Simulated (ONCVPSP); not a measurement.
**u(r) = r·R(r): atom against pseudo-atom (W)**

Columns: radius, all-electron u(r) and pseudo u(r) of the 5s shell (level -79.30 eV) of tungsten in the configuration [Kr] 4d10 4f14 5s2 5p6 5d4 6s2; LDA (Perdew-Wang 92), scalar-relativistic, ONCV scheme, ONCVPSP 4.0.1.

```tsv
r (bohr)	all-electron	pseudo
0.145	0.4266	0.1696
0.290	-0.4487	0.3552
0.435	-0.4637	0.5581
0.580	0.2518	0.7595
0.725	0.8422	0.9260
0.870	1.1146	1.0250
1.015	1.1425	1.0389
1.160	1.0357	0.9726
1.305	0.8745	0.8492
1.450	0.7058	0.6997
1.595	0.5525	0.5519
1.740	0.4233	0.4232
1.885	0.3193	0.3193
2.030	0.2381	0.2380
2.175	0.1759	0.1759
2.320	0.1291	0.1291
2.465	0.0942	0.0942
2.610	0.0685	0.0684
2.755	0.0496	0.0496
2.900	0.0358	0.0358
3.045	0.0258	0.0257
3.190	0.0185	0.0185
3.335	0.0133	0.0133
3.480	0.0095	0.0095
3.625	0.0068	0.0068
3.770	0.0049	0.0048
```

(1) How many radial nodes do the two functions have?

(2) At about which radius was the pseudo-wave matched?

(3) Is the pseudo-wave norm-conserving?

Results:

(1) The all-electron 5s function has n − l − 1 = 4 (the table is too coarse to show those close to the nucleus); the pseudo-wave has 0, since the states of the same l below it are removed with the core.

(2) 1.75 bohr, where the columns begin to agree (steps of 0.14 bohr).

(3) Yes: the ONCV scheme keeps the norm inside the radius equal to the all-electron one, which fixes the energy derivative of the logarithmic derivative at the level.
